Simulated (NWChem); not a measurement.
C2H2F3 cation

```xyz
7

F      0.1583    -1.8132     0.0000
C     -0.7034    -0.8071     0.0000
C     -0.0022     0.4889     0.0000
F      1.2313     0.5722     0.0000
F     -0.6281     1.5620     0.0000
H     -1.3772    -0.8043    -0.8889
H     -1.3772    -0.8043     0.8889
```
Atoms are numbered in this order, from 1.

Geometry: optimised at PBE0/def2-SVP.

Q: Give the principal values of the shielding tensors (ppm) of F1, C2, C3, F4, F5 from B3LYP/6-31G* (spherical d), GIAO (NWChem), with their diamagnetic and paramagnetic parts as GIAO splits them.

A: 
```tsv
atom	σ11	σ22	σ33	isotropic	diamagnetic	paramagnetic
F1	379.6	442.2	473.8	431.9	469.7	-37.8
C2	88.3	100.4	152.6	113.8	249.7	-135.9
C3	-121.2	17.7	71.2	-10.8	250.8	-261.6
F4	-220.5	71.1	346.4	65.6	468.4	-402.8
F5	-143.6	98.2	338.6	97.7	468.8	-371.1
```
